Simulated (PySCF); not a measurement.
**Ionisation energy of Kr²⁺ by level of theory**

Kr²⁺ [Ar] 3d10 4s2 4p4 (3P) → Kr³⁺ [Ar] 3d10 4s2 4p3 (4S), as a difference of total energies. Computed with PySCF 2.14 in aug-cc-pVQZ-DK (8s7p5d3f2g, 93 functions), with the spin-free X2C one-electron Hamiltonian (Gaussian nucleus). Correlated levels: valence: [Ar] 3d10 frozen. The calculations carry no spin-orbit coupling.

| method | ionisation energy (eV) |
| --- | --- |
| UHF | 34.330 |
| LDA | 35.833 |
| PBE | 35.519 |
| PBE0 | 35.538 |
| r2SCAN | 35.614 |
| B2PLYP | 35.485 |
| wB97X | 35.653 |
| M06 | 35.412 |
| MP2 (valence) | 35.170 |

Problem. Estimate what HSE06 gives.

Solution. 35.591 eV, closest to r2SCAN among the rows shown.

Problem. Estimate what SCS-MP2 (valence) gives.

Solution. 35.267 eV, closest to MP2 (valence) among the rows shown.

A first-order spin-orbit estimate (lowest level to lowest level, LS coupling) adds 0.240 eV.

Errors of the correlated levels include the incompleteness of this basis and the frozen core.

For comparison: 35.838 ± 0.02 eV (measured; NIST Atomic Spectra Database, ionization energies).
